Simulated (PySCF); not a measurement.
**Polarisability and C₆ of Pt³⁺ (platinum, charge +3)**

[Xe] 4f14 5d7, high-spin 4F determinant. All numbers are calculated (PySCF 2.14, scalar relativity through the core potential, in def2-TZVPPD with the def2 core potential (60 electrons)). Coupled (time-dependent) response in atomic units; α is the mean over directions.

```csv
method,mean α (bohr³),C₆ (like pair),S(−4)
UHF,5.566,31.59,4.670
PBE,6.009,34.53,6.083
PBE0,5.871,33.65,5.574
BP86,6.029,34.68,6.099
M06-L,5.864,33.85,5.458
```

S(−4) is the Cauchy moment in α(ω) = α(0) + S(−4) ω² + …

Spin-orbit coupling is absent.

α(iu) at M06-L:

```csv
u (hartree),α(iu) (bohr³)
0,5.864
0.0500,5.850
0.100,5.810
0.200,5.660
0.300,5.437
0.500,4.888
0.750,4.190
1.00,3.572
1.50,2.609
2.00,1.941
3.00,1.155
5.00,0.5203
```

A single London oscillator, α(iu) = α/(1 + u²/ω²), gives C₆ = (3/4) ω α². Matching the computed C₆ needs ω = 4 × 33.85 / (3 × 5.864²) = 1.31 hartree.

For an ion, C₆ is the dispersion term alone; charge-induced terms of lower order in 1/R come first.

Energies and moments cover only the electrons outside the core potential. Spin-orbit coupling, absent here, splits the open shell strongly.
